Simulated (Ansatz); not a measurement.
One change: `[SiH3]CS` becomes `FC[SiH2]CS`.

Ansatz, PBE0-D4/def2-TZVP geometries, multiplicity 1. Each molecule was computed in one conformer, which needn't be the lowest.

```csv
property,`[SiH3]CS`
HOMO–LUMO gap (ωB97M-V/def2-TZVPP) / eV,10.76
LUMO energy (PBE/def2-TZVPP) / eV,-0.88
HOMO energy (B3LYP/def2-TZVPP) / eV,-6.61
size of the dipole moment (PBE/def2-TZVPP) / D,1.06
LUMO energy (PBE0/def2-TZVPP) / eV,0.01
HOMO energy (PBE/def2-TZVPP) / eV,-5.62
```

(1) Give the same properties after the change, and the shifts. (Estimate.)

Results:

(1) The calculation gave: 
```
                                      property  `FC[SiH2]CS`  shift
       HOMO–LUMO gap (ωB97M-V/def2-TZVPP) / eV         10.87   0.11
             LUMO energy (PBE/def2-TZVPP) / eV         -0.88   0.00
           HOMO energy (B3LYP/def2-TZVPP) / eV         -6.68  -0.07
size of the dipole moment (PBE/def2-TZVPP) / D          1.58   0.52
            LUMO energy (PBE0/def2-TZVPP) / eV          0.02   0.01
             HOMO energy (PBE/def2-TZVPP) / eV         -5.69  -0.07
```

Dipoles are sizes alone; their direction can turn.

B3LYP here is the variant with VWN-RPA as its local correlation; programs differ in this.
